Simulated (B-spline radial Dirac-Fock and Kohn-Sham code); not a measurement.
## K-line shifts caused by a second vacancy in Tc²⁺

System: technetium as Tc²⁺, 1s2 2s2 2p6 3s2 3p6 3d10 4s2 4p6 4d5, inside a Watson sphere of charge -2 and radius 2.4 Å (a model of the Madelung potential; inside it an electron's potential energy is raised by 12.0 eV).

Input of the calculation (task.json; shells as n, l, electrons):

```json
{"items": [{
  "Z": 43,
  "q": 2,
  "cfg": [[1, 0, 2], [2, 0, 2], [2, 1, 6], [3, 0, 2], [3, 1, 6], [3, 2, 10], [4, 0, 2], [4, 1, 6], [4, 2, 5]],
  "A": 97,
  "rrms": 4.4112,
  "watson": [-2, 2.4],
  "do": ["binding", "quiet", "double"]
}]}
```

Command: `python xray_run.py task.json out`

Model: Dirac-Fock ΔSCF + Breit + QED. Program: an atomic code on a B-spline grid. Each two-hole energy is an average over J within one jj subconfiguration, not an observable level; in light atoms, where LS coupling holds, the j-resolved values are not observed lines, and for a K spectator the Kα1 hypersatellite is nearly forbidden. Correlation energy is missing from these numbers.

Lines without a spectator: Kα2 (K-L2) 18249.2 eV, Kα1 (K-L3) 18365.6 eV, Kβ3 (K-M2) 20594.5 eV, Kβ1 (K-M3) 20614.5 eV. Shifts in eV with one spectator hole (a dash: not computed, or left out as unreliable):

| spectator hole | Kα2 | Kα1 | Kβ3 | Kβ1 |
| --- | --- | --- | --- | --- |
| L2 (2p1/2) | +50.7 | +63.2 | – | +136.5 |
| L3 (2p3/2) | +52.2 | +51.5 | +124.6 | – |
| M2 (3p1/2) | – | +6.40 | +14.83 | +18.27 |
| M3 (3p3/2) | +5.04 | – | +16.05 | +15.46 |
| M4 (3d3/2) | +0.47 | -1.63 | – | – |
| M5 (3d5/2) | -1.93 | -0.47 | – | – |

Problem. Where does the K-L3 hypersatellite lie, emitted when both K electrons are missing?

Solution. +491.4 eV from the normal line, at 18857.0 eV. Removing both K electrons costs 42786.6 eV, which is 662.8 eV more than twice the K binding energy.

With n spectator holes in 2p, averaged over the 2p shell (energies in eV):

| n | KαLⁿ | step | hypersatellite KαʰLⁿ |
| --- | --- | --- | --- |
| 0 | 18326.8 | – | 18814.5 |
| 1 | 18381.6 | +54.8 | 18870.6 |
| 2 | 18437.5 | +56.0 | 18927.9 |
| 3 | 18494.7 | +57.2 | 18986.4 |
| 4 | 18553.1 | +58.4 | 19046.2 |
| 5 | 18612.7 | +59.6 | 19107.2 |
